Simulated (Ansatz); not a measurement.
A nudged elastic band was laid between two geometries of Cl$_{3}$GeH (5 atoms, charge 0, multiplicity 1).

Method: RKS PBE0-D4/def2-SVP in Ansatz 0.2.0.

```json
{
 "movable images": "9",
 "climbing image": "yes",
 "spring": "5.0 eV/Å²",
 "optimiser": "quadratic models (default)",
 "start path": "through a guess of the saddle point",
 "force threshold": "0.05 eV/Å",
 "iteration limit": "60",
 "end points": "relaxed"
}
```

Image 0:

```xyz
5
Properties=species:S:1:pos:R:3
Ge 0.177 0.000 0.286
H -0.066 0.000 1.792
Cl 2.270 0.000 -0.138
Cl -0.690 1.732 -0.616
Cl -0.690 -1.732 -0.616
```

Image 10:

```xyz
5
Properties=species:S:1:pos:R:3
Ge -1.042 0.003 0.171
H 1.726 -0.006 2.128
Cl 1.895 0.003 0.850
Cl -0.787 1.685 -1.224
Cl -0.792 -1.685 -1.218
```

(1) What changes between the two ends?

(2) What energy profile does the band end with?

(3) What is the geometry of the highest image?

(4) What are the harmonic wavenumbers there?

The band took 9 iterations and about 6 core-minutes.

Results:

(1) Bonds broken: Ge1–H2, Ge1–Cl3. Bonds formed: H2–Cl3. Cl3GeH becomes Cl2Ge + ClH.

(2) The forces met the threshold. The highest image is number 4 of 0 to 10, 50.0 kcal/mol above the first end and 25.6 kcal/mol above the last; the last end lies 24.4 kcal/mol above the first. A vibrational analysis at the climbing image gives one clearly imaginary mode, 1060i cm⁻¹: a first-order saddle point. The orbitals stay closed-shell, which can raise the energy where a bond breaks towards radicals; this wasn't checked here.

```json
{"image": "0", "path coordinate (Å)": "0.00", "energy (kcal/mol)": "0.0", "Ge1–H2 (Å)": "1.53", "Ge1–Cl3 (Å)": "2.14", "H2–Cl3 (Å)": "3.03"}
{"image": "1", "path coordinate (Å)": "0.33", "energy (kcal/mol)": "3.5", "Ge1–H2 (Å)": "1.52", "Ge1–Cl3 (Å)": "2.14", "H2–Cl3 (Å)": "2.74"}
{"image": "2", "path coordinate (Å)": "0.65", "energy (kcal/mol)": "16.4", "Ge1–H2 (Å)": "1.51", "Ge1–Cl3 (Å)": "2.18", "H2–Cl3 (Å)": "2.38"}
{"image": "3", "path coordinate (Å)": "0.98", "energy (kcal/mol)": "37.9", "Ge1–H2 (Å)": "1.53", "Ge1–Cl3 (Å)": "2.31", "H2–Cl3 (Å)": "2.04"}
{"image": "4", "path coordinate (Å)": "1.31", "energy (kcal/mol)": "50.0", "Ge1–H2 (Å)": "1.63", "Ge1–Cl3 (Å)": "2.48", "H2–Cl3 (Å)": "1.73"}
{"image": "5", "path coordinate (Å)": "1.58", "energy (kcal/mol)": "42.0", "Ge1–H2 (Å)": "1.81", "Ge1–Cl3 (Å)": "2.62", "H2–Cl3 (Å)": "1.46"}
{"image": "6", "path coordinate (Å)": "1.86", "energy (kcal/mol)": "31.8", "Ge1–H2 (Å)": "2.11", "Ge1–Cl3 (Å)": "2.83", "H2–Cl3 (Å)": "1.32"}
{"image": "7", "path coordinate (Å)": "2.13", "energy (kcal/mol)": "28.1", "Ge1–H2 (Å)": "2.45", "Ge1–Cl3 (Å)": "2.99", "H2–Cl3 (Å)": "1.29"}
{"image": "8", "path coordinate (Å)": "2.40", "energy (kcal/mol)": "26.1", "Ge1–H2 (Å)": "2.76", "Ge1–Cl3 (Å)": "3.01", "H2–Cl3 (Å)": "1.29"}
{"image": "9", "path coordinate (Å)": "2.67", "energy (kcal/mol)": "24.8", "Ge1–H2 (Å)": "3.06", "Ge1–Cl3 (Å)": "2.99", "H2–Cl3 (Å)": "1.29"}
{"image": "10", "path coordinate (Å)": "2.95", "energy (kcal/mol)": "24.4", "Ge1–H2 (Å)": "3.39", "Ge1–Cl3 (Å)": "3.01", "H2–Cl3 (Å)": "1.29"}
```

(3) 
```xyz
5
Properties=species:S:1:pos:R:3:forces:R:3
Ge -0.330 0.000 0.382 0.02 0.00 0.02
H 0.830 0.000 1.522 0.00 0.00 0.00
Cl 2.149 0.000 0.409 -0.01 0.00 0.00
Cl -0.825 1.723 -0.803 0.00 0.01 -0.01
Cl -0.825 -1.723 -0.803 0.00 -0.01 -0.01
```

(4) 1060i, 98, 117, 158, 332, 434, 441, 576, 1723 cm⁻¹.

Time of the run: 3.1 min on 2 threads of Arm Neoverse V1, with other jobs on the host, peak memory 0.22 GiB.
